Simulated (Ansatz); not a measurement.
Reaction (redistribution): `C#[C][AlH][NH2]` + `F[SiH](F)[GeH3]` → `C#[C][AlH][GeH3]` + `N[SiH](F)F`

Program: Ansatz. Geometries: PBE0-D4/def2-TZVP. ΔE: electronic, gas phase. CCSD(T)/CBS adds triple-zeta CCSD(T) − MP2 to the extrapolated MP2 energy (def2 sets, frozen cores). This one scheme is used for every species. Functionals use def2-TZVPP. B3LYP here is the variant with VWN-RPA as its local correlation; programs differ in this. HSE06 is defined as in plane-wave codes. For Ge outer-core shells are correlated without core-valence functions, which leaves a few kJ/mol of doubt a bond. Scalar relativity is left out up to krypton. Each species was taken in one conformer, which may not be the lowest.

| level | ΔE (kcal/mol) | difference from CCSD(T)/CBS |
| --- | --- | --- |
| PBE-D4 | 0.6 | 1.2 |
| revPBE-D4 | 0.6 | 1.2 |
| BLYP-D4 | 1.7 | 2.3 |
| r2SCAN-D4 | -0.1 | 0.5 |
| B97M-V | 0.5 | 1.1 |
| PBE0-D4 | -0.8 | -0.2 |
| B3LYP-D4 | 0.5 | 1.1 |
| r2SCANh-D4 | -0.5 | 0.1 |
| r2SCAN0-D4 | -1.2 | -0.6 |
| HSE06-D4 | -0.8 | -0.2 |
| BHLYP-D4 | -0.9 | -0.3 |
| CAM-B3LYP-D4 | 0.2 | 0.8 |
| ωB97M-V | -0.2 | 0.4 |
| B2PLYP | 0.0 | 0.6 |
| PBE-QIDH | -1.4 | -0.8 |
| PBE | 0.6 | 1.2 |
| revPBE | 0.9 | 1.5 |
| BLYP | 1.6 | 2.2 |
| r2SCAN | -0.1 | 0.5 |
| PBE0 | -0.8 | -0.2 |
| B3LYP | 0.4 | 1.0 |
| r2SCANh | -0.5 | 0.1 |
| r2SCAN0 | -1.2 | -0.6 |
| HSE06 | -0.9 | -0.3 |
| BHLYP | -1.0 | -0.4 |
| LC-ωPBE | -0.2 | 0.4 |
| RPA@PBE/def2-TZVPP | -0.2 | 0.4 |
| MP2/def2-SVP | 0.2 | 0.8 |
| CCSD/def2-SVP | 0.0 | 0.6 |
| CCSD(T)/def2-SVP | 0.3 | 0.9 |
| HF/def2-TZVPP | -2.4 | -1.8 |
| SCS-MP2/def2-TZVPP | -0.3 | 0.3 |
| CCSD/def2-TZVPP | -1.0 | -0.4 |
| CCSD(T)/def2-TZVPP | -0.7 | -0.1 |
| HF/def2-QZVPP | -2.2 | -1.6 |
| MP2/def2-QZVPP | -0.4 | 0.2 |
| SCS-MP2/def2-QZVPP | -0.2 | 0.4 |
| HF/CBS(def2) | -2.2 | -1.6 |
| MP2/CBS(def2) | -0.4 | 0.2 |
| CCSD/CBS(def2) | -0.8 | -0.2 |
| CCSD(T)/CBS | -0.6 | 0 |

Largest T1 diagnostic among the species: 0.013.

At CCSD(T), def2-SVP lies +0.9 kcal/mol from the extrapolated value and def2-TZVPP −0.1 kcal/mol. From r2SCAN to r2SCAN0 (25 % exact exchange), in def2-TZVPP and without D4, ΔE moves by −1.1 kcal/mol.
